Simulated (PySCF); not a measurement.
C4H6NO (SMILES O=C1CCC[N]1), doublet, geometry from GFN2-xTB; CAMB3LYP/pcseg-1 in PySCF.

The PySCF input:
```python
from pyscf import gto, scf, dft

mol = gto.Mole()
mol.atom = '''
    O     1.97238951   -0.63162880   -0.39035358
    C     0.79717902   -0.38710243   -0.24057413
    C     0.36772905    1.10309476    0.16868404
    C    -1.04255124    0.91105259    0.71623365
    C    -1.50996895   -0.33867398   -0.04737339
    N    -0.29609308   -1.03753496   -0.35340682
    H     0.39548644    1.67105478   -0.76074418
    H     1.09636873    1.49351241    0.87402583
    H    -1.00493212    0.70299970    1.78579933
    H    -1.67631724    1.78119799    0.55153670
    H    -2.02842431   -0.07742673   -0.97747695
    H    -2.16297339   -0.98578860    0.54171484
'''
mol.basis = 'pcseg-1'
mol.spin = 1
mol.verbose = 5
mol.build()

mf = dft.UKS(mol)
mf.xc = 'camb3lyp'
mf.kernel()
mf.analyze()
```

Task: Write the output that PySCF gives for this input, abridged.

Result: 
```
PySCF version 2.14.0

[INPUT] verbose = 5
[INPUT] max_memory = 4000
[INPUT] num. atoms = 12
[INPUT] num. electrons = 45
[INPUT] charge = 0
[INPUT] spin (= nelec alpha-beta = 2S) = 1
[INPUT] symmetry False subgroup None
[INPUT] Mole.unit = angstrom
[INPUT] Symbol           X                Y                Z      unit          X                Y                Z       unit  Magmom
[...]
[INPUT] ---------------- BASIS SET ----------------
[INPUT] l, kappa, [nprim/nctr], expnt,             c_1 c_2 ...
[INPUT] C
[...]
                                187.145           0.0449576    0    0
                                42.5126           0.197901    0    0
                                11.7393            0.5    0    0
                                3.50548           0.480364    0    0
                                5.39089              0 -0.070398    0
                                0.493341             0  0.5    0
                                0.149741             0    0    1
[...]
                                1.93658           0.224999    0
                                0.526296           0.5    0
                                0.136319             0    1
[...]
[INPUT] H
[...]
                                1.86871           0.15915    0
                                0.418208           0.5    0
                                0.1061               0    1
[...]
[INPUT] N
[...]
                                259.827           0.0442539    0    0
                                59.0335           0.196096    0    0
                                16.3509            0.5    0    0
                                4.91084           0.482987    0    0
                                7.75894              0 -0.0703356    0
                                0.705573             0  0.5    0
                                0.209286             0    0    1
[...]
                                2.8186            0.230478    0
                                0.765571           0.5    0
                                0.195949             0    1
[...]
[INPUT] O
[...]
                                344.416           0.0437333    0    0
                                78.2538           0.194796    0    0
                                21.7195            0.5    0    0
                                6.55907           0.484614    0    0
                                10.4656              0 -0.0713343    0
                                0.964351             0  0.5    0
                                0.285127             0    0    1
[...]
                                3.68999           0.242689    0
                                0.992996           0.5    0
                                0.244924             0    1
[...]
nuclear repulsion = 230.446841408668
number of shells = 30
number of NR pGTOs = 192
number of NR cGTOs = 114
basis = pcseg-1
ecp = {}

******** <class 'pyscf.dft.uks.UKS'> ********
method = UKS
initial guess = minao
damping factor = 0
level_shift factor = 0
DIIS = <class 'pyscf.scf.diis.CDIIS'>
diis_start_cycle = 1
diis_space = 8
diis_damp = 0
SCF conv_tol = 1e-09
SCF conv_tol_grad = None
SCF max_cycles = 50
direct_scf = True
direct_scf_tol = 1e-13
number electrons alpha = 23  beta = 22
XC library pyscf.dft.libxc version 7.1.2
    S. Lehtola, C. Steigemann, M. J. T. Oliveira, and M. A. L. Marques,  SoftwareX 7, 1–5 (2018)
XC functionals = camb3lyp
    T. Yanai, D. P. Tew, and N. C. Handy,  Chem. Phys. Lett. 393, 51 (2004)
radial grids:
    Treutler-Ahlrichs [JCP 102, 346 (1995); DOI:10.1063/1.469408] (M4) radial grids

becke partition: Becke, JCP 88, 2547 (1988); DOI:10.1063/1.454033
pruning grids: <function nwchem_prune>
grids dens level: 3
symmetrized grids: False
atomic radii adjust function: <function treutler_atomic_radii_adjust>
small_rho_cutoff = 0
Set gradient conv threshold to 3.16228e-05
atom O rad-grids = 75, ang-grids = [ 50  50  50  50  50  50  50  50  50  50  50  50  50  50  50  50  50  50
  50  50  50  50  50  86  86  86  86  86  86  86  86  86 266 266 266 266
 266 266 266 302 302 302 302 302 302 302 302 302 302 302 302 302 302 302
 302 302 302 302 302 266 266 266 266 266 266 266 266 266 266 266 266 266
 266 266 266]
atom C rad-grids = 75, ang-grids = [ 50  50  50  50  50  50  50  50  50  50  50  50  50  50  50  50  50  50
  50  50  50  50  86  86  86  86  86  86  86  86  86  86 266 266 266 266
 266 266 302 302 302 302 302 302 302 302 302 302 302 302 302 302 302 302
 302 302 302 302 266 266 266 266 266 266 266 266 266 266 266 266 266 266
 266 266 266]
atom N rad-grids = 75, ang-grids = [ 50  50  50  50  50  50  50  50  50  50  50  50  50  50  50  50  50  50
  50  50  50  50  50  86  86  86  86  86  86  86  86  86  86 266 266 266
 266 266 266 266 302 302 302 302 302 302 302 302 302 302 302 302 302 302
 302 302 302 302 302 302 266 266 266 266 266 266 266 266 266 266 266 266
 266 266 266]
atom H rad-grids = 50, ang-grids = [ 50  50  50  50  50  50  50  50  50  50  50  50  50  50  50  86  86  86
  86 266 266 266 266 266 302 302 302 302 302 302 302 302 302 302 302 302
 302 266 266 266 266 266 266 266 266 266 266 266 266 266]
tot_boxes 2704, boxes in each direction [14 11 11]
Padding 0 grids
tot grids = 143304
nelec by numeric integration = [22.490394 22.490394]
E1 = -841.1287003294051  E2 = 323.85556586367943  Ecoul = 363.2807886152244  Exc = -39.42522275154501
init E= -286.826293057058
cond(S) = 1881.8685628789594

  alpha mo_energy =
[-1.93906531e+01 -1.44441061e+01 -1.03450691e+01 -1.03408119e+01
 -1.03384637e+01 -1.03364939e+01 -1.41023316e+00 -1.24967116e+00
 -1.03288212e+00 -9.34206194e-01 -7.62885916e-01 -6.41072638e-01
 -5.93224292e-01 -5.70299447e-01 -5.26825653e-01 -5.08240499e-01
 -4.83304088e-01 -4.67097097e-01 -3.94118569e-01 -3.89560030e-01
 -3.50800801e-01 -2.88634006e-01 -2.76583380e-01  1.44290528e-02
  4.60934403e-02  7.79089355e-02  8.58320971e-02  1.04754981e-01
  1.35806819e-01  1.42731805e-01  1.61632687e-01  1.82708147e-01
[...]
converged SCF energy = -285.735062303046  <S^2> = 0.75875224  2S+1 = 2.0087332
Total Energy =                        -285.735062303046220
[...]
10 H 2pz         0.36264   0.27529  -0.11941  -0.01647
11 H 1s         -0.02773  -0.01030   0.02344  -0.01308
11 H 2s          0.02243   0.01129  -0.03011   0.01557
11 H 2px        -0.20101  -0.05839   0.19993  -0.09857
11 H 2py        -0.19786  -0.07479   0.14781  -0.09917
11 H 2pz         0.16326   0.07706  -0.15562   0.10735

To work with the spin densities directly, `use mulliken_meta_spin()` only printing them here.

 ** Mulliken spin pop alpha/beta on meta-lowdin orthogonal AOs **
 ** Mulliken Spin Density (per AO)  **
spin_pop of  0 O 1s       -0.00000
spin_pop of  0 O 2s        0.00378
spin_pop of  0 O 3s       -0.00017
spin_pop of  0 O 2px       0.00123
spin_pop of  0 O 2py       0.27773
spin_pop of  0 O 2pz      -0.00303
spin_pop of  0 O 3px       0.00006
spin_pop of  0 O 3py       0.00071
spin_pop of  0 O 3pz      -0.00031
spin_pop of  0 O 3dxy      0.00021
spin_pop of  0 O 3dyz     -0.00000
spin_pop of  0 O 3dz^2     0.00002
spin_pop of  0 O 3dxz      0.00002
spin_pop of  0 O 3dx2-y2   -0.00002
spin_pop of  1 C 1s        0.00000
spin_pop of  1 C 2s       -0.01601
spin_pop of  1 C 3s        0.00140
spin_pop of  1 C 2px      -0.01169
spin_pop of  1 C 2py      -0.01038
spin_pop of  1 C 2pz      -0.02949
spin_pop of  1 C 3px       0.00016
spin_pop of  1 C 3py       0.00245
spin_pop of  1 C 3pz       0.00020
spin_pop of  1 C 3dxy      0.00012
spin_pop of  1 C 3dyz      0.00022
spin_pop of  1 C 3dz^2     0.00009
spin_pop of  1 C 3dxz     -0.00015
spin_pop of  1 C 3dx2-y2    0.00138
spin_pop of  2 C 1s       -0.00000
spin_pop of  2 C 2s        0.02616
spin_pop of  2 C 3s        0.00013
spin_pop of  2 C 2px       0.02146
spin_pop of  2 C 2py       0.18916
spin_pop of  2 C 2pz       0.01255
spin_pop of  2 C 3px      -0.00008
spin_pop of  2 C 3py       0.00035
spin_pop of  2 C 3pz       0.00003
spin_pop of  2 C 3dxy      0.00004
spin_pop of  2 C 3dyz     -0.00002
spin_pop of  2 C 3dz^2     0.00002
spin_pop of  2 C 3dxz     -0.00001
spin_pop of  2 C 3dx2-y2   -0.00003
spin_pop of  3 C 1s       -0.00000
spin_pop of  3 C 2s        0.00128
spin_pop of  3 C 3s        0.00000
spin_pop of  3 C 2px       0.00894
spin_pop of  3 C 2py       0.01507
spin_pop of  3 C 2pz       0.00455
spin_pop of  3 C 3px       0.00004
spin_pop of  3 C 3py       0.00004
spin_pop of  3 C 3pz      -0.00002
spin_pop of  3 C 3dxy     -0.00002
spin_pop of  3 C 3dyz     -0.00000
spin_pop of  3 C 3dz^2     0.00000
spin_pop of  3 C 3dxz     -0.00001
spin_pop of  3 C 3dx2-y2   -0.00004
spin_pop of  4 C 1s        0.00000
spin_pop of  4 C 2s       -0.00049
spin_pop of  4 C 3s        0.00009
spin_pop of  4 C 2px      -0.00736
spin_pop of  4 C 2py      -0.00585
spin_pop of  4 C 2pz      -0.00259
spin_pop of  4 C 3px       0.00035
spin_pop of  4 C 3py       0.00019
spin_pop of  4 C 3pz       0.00017
spin_pop of  4 C 3dxy     -0.00006
spin_pop of  4 C 3dyz      0.00009
spin_pop of  4 C 3dz^2     0.00002
spin_pop of  4 C 3dxz     -0.00001
spin_pop of  4 C 3dx2-y2    0.00028
spin_pop of  5 N 1s       -0.00000
spin_pop of  5 N 2s        0.03107
spin_pop of  5 N 3s        0.00063
spin_pop of  5 N 2px       0.02602
spin_pop of  5 N 2py       0.31696
spin_pop of  5 N 2pz       0.14618
spin_pop of  5 N 3px       0.00016
spin_pop of  5 N 3py       0.00118
spin_pop of  5 N 3pz       0.00039
spin_pop of  5 N 3dxy      0.00006
spin_pop of  5 N 3dyz      0.00003
spin_pop of  5 N 3dz^2     0.00001
spin_pop of  5 N 3dxz     -0.00005
spin_pop of  5 N 3dx2-y2   -0.00033
spin_pop of  6 H 1s       -0.00184
spin_pop of  6 H 2s        0.00003
spin_pop of  6 H 2px      -0.00000
spin_pop of  6 H 2py      -0.00001
spin_pop of  6 H 2pz       0.00003
spin_pop of  7 H 1s       -0.00530
spin_pop of  7 H 2s        0.00004
spin_pop of  7 H 2px      -0.00000
spin_pop of  7 H 2py       0.00001
spin_pop of  7 H 2pz      -0.00001
spin_pop of  8 H 1s       -0.00003
spin_pop of  8 H 2s       -0.00001
spin_pop of  8 H 2px       0.00000
spin_pop of  8 H 2py       0.00000
spin_pop of  8 H 2pz      -0.00001
spin_pop of  9 H 1s       -0.00188
spin_pop of  9 H 2s       -0.00005
spin_pop of  9 H 2px       0.00001
spin_pop of  9 H 2py       0.00002
spin_pop of  9 H 2pz      -0.00001
spin_pop of  10 H 1s        0.00305
spin_pop of  10 H 2s        0.00009
spin_pop of  10 H 2px       0.00001
spin_pop of  10 H 2py      -0.00000
spin_pop of  10 H 2pz       0.00001
spin_pop of  11 H 1s        0.00045
spin_pop of  11 H 2s        0.00009
spin_pop of  11 H 2px       0.00001
spin_pop of  11 H 2py      -0.00000
spin_pop of  11 H 2pz       0.00000
 ** Mulliken Spin Density (per atom)  **
spin density of  0 O =      0.28022
spin density of  1 C =     -0.06169
spin density of  2 C =      0.24975
spin density of  3 C =      0.02983
spin density of  4 C =     -0.01515
spin density of  5 N =      0.52231
spin density of  6 H =     -0.00179
spin density of  7 H =     -0.00526
spin density of  8 H =     -0.00003
spin density of  9 H =     -0.00191
spin density of  10 H =      0.00317
spin density of  11 H =      0.00055
 ** Mulliken pop alpha/beta on meta-lowdin orthogonal AOs **
 ** Mulliken pop       alpha | beta **
In total            23.00000 | 22.00000
 ** Mulliken atomic charges   ( Nelec_alpha | Nelec_beta ) **
charge of  0O =     -0.40808  (     4.34415      4.06393 )
charge of  1C =      0.38243  (     2.77794      2.83963 )
charge of  2C =     -0.14439  (     3.19707      2.94732 )
charge of  3C =     -0.17068  (     3.10026      3.07042 )
charge of  4C =     -0.06451  (     3.02468      3.03983 )
charge of  5N =     -0.24348  (     3.88290      3.36059 )
charge of  6H =      0.12135  (     0.43843      0.44022 )
charge of  7H =      0.12220  (     0.43627      0.44153 )
charge of  8H =      0.10233  (     0.44882      0.44885 )
charge of  9H =      0.10175  (     0.44817      0.45008 )
charge of  10H =      0.09347  (     0.45485      0.45168 )
charge of  11H =      0.10761  (     0.44647      0.44592 )
Dipole moment(X, Y, Z, Debye): -3.18831,  2.79390,  0.94657
```
